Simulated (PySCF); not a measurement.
## Atomic charges by several schemes

Species: C9H16.
Structure used (GFN2-xTB), in Å, numbered top down from 1:
```xyz
25
C9H16 angstrom
C      2.3908    0.0391   -0.3747
C      1.5272   -1.2097   -0.5187
C      0.5233   -1.3008    0.6269
C     -0.3607   -0.0515    0.7312
C     -1.3687    0.0217   -0.3966
C     -2.6527   -0.7439   -0.2876
C     -2.6606    0.7510   -0.1834
C      0.5108    1.2089    0.8021
C      1.5154    1.2876   -0.3438
H      2.9644   -0.0234    0.5536
H      3.1010    0.1007   -1.2023
H      2.1600   -2.1004   -0.5178
H      0.9993   -1.1810   -1.4737
H      1.0716   -1.4201    1.5651
H     -0.1104   -2.1807    0.4949
H     -0.9281   -0.1195    1.6676
H     -0.9357    0.0931   -1.3853
H     -3.0641   -1.2000   -1.1752
H     -2.8282   -1.3151    0.6117
H     -3.0773    1.3212   -0.9998
H     -2.8420    1.1896    0.7863
H     -0.1310    2.0927    0.7929
H      1.0580    1.2024    1.7484
H      0.9870    1.3869   -1.2937
H      2.1397    2.1755   -0.2187
```

Density: PBE0/pcSseg-1 (PySCF); schemes: Mulliken, IAO, Hirshfeld and ESP-fitted. Geometry: GFN2-xTB, one conformer, isolated molecule.

Task: Atoms with like bonding are taken together and averaged. At which atom do the 4 schemes differ most?

Result: At C2/C9: from -0.255 (IAO) to +0.170 e (ESP-fitted), 0.425 e apart.

Task: Do the Mulliken, IAO, Hirshfeld and ESP-fitted schemes agree on where the charge is lowest?

Result: The schemes don't all agree: Mulliken C4 (-0.301); IAO C6/C7 (-0.298); Hirshfeld C6/C7 (-0.093); ESP-fitted C6/C7 (-0.328).

Task: For which atoms does the sign change between the 4 schemes (beyond +0.03 e in one, beyond −0.03 e in another)?

Result: C2/C9 and H13/H24. Atomic charges aren't observables, and each scheme defines them in its own way.

Task: Tabulate the Mulliken, IAO, Hirshfeld and ESP-fitted charges.

Result: In e; atoms taken as equivalent share a row and are averaged (×n: the atom named and its like, n in all):

```tsv
atom	environment	Mulliken	IAO	Hirshfeld	ESP-fitted
C1	ring CH2 carbon	-0.214	-0.254	-0.070	-0.144
C2/C9	ring CH2 carbon	-0.229	-0.255	-0.070	+0.170
C3/C8	ring CH2 carbon	-0.126	-0.257	-0.071	-0.326
C4	sp3 CH carbon	-0.301	-0.100	-0.020	+0.029
C5	three-membered-ring carbon	-0.248	-0.134	-0.038	-0.048
C6/C7	three-membered-ring carbon	-0.180	-0.298	-0.093	-0.328
H10	methylene hydrogen	+0.107	+0.122	+0.033	+0.043
H11	methylene hydrogen	+0.114	+0.131	+0.036	+0.014
H12/H25	methylene hydrogen	+0.117	+0.133	+0.037	-0.010
H13/H24	methylene hydrogen	+0.112	+0.123	+0.033	-0.031
H14/H23	methylene hydrogen	+0.109	+0.124	+0.033	+0.098
H15/H22	methylene hydrogen	+0.117	+0.131	+0.034	+0.073
H16	methine hydrogen	+0.096	+0.121	+0.036	+0.099
H17	methine hydrogen	+0.121	+0.133	+0.040	+0.163
H18/H20	methylene hydrogen	+0.123	+0.146	+0.044	+0.135
H19/H21	methylene hydrogen	+0.121	+0.142	+0.044	+0.142
```

Mean size of the charges over all atoms: IAO 0.168 e, Mulliken 0.147 e, ESP-fitted 0.127 e, Hirshfeld 0.048 e. Each set sums to the total charge, 0, to within 0.001 e. The Mulliken scheme gives each basis function's population to the atom it is centred on and halves the overlap population of two atoms between them. The Hirshfeld scheme divides the density at each point in proportion to the densities of the neutral, spherically averaged free atoms.

Some averages cover members that differ in this geometry: C6/C7, ESP-fitted -0.347 to -0.309 e.

Task: Sum the charges by element.

Result: 
```tsv
element	atoms	Mulliken	IAO	Hirshfeld	ESP-fitted
C	9	-1.834	-2.106	-0.596	-1.133
H	16	+1.834	+2.106	+0.595	+1.133
```

Task: How many electrons does the IAO scheme count on C8?

Result: Its own charge is -0.257 e, so Z − q = 6.257.

These values come from a run that also computed NMR shieldings. Hardware: one thread of an Arm Neoverse V2, no GPU, on a shared host. Cost: 40 s of wall time.
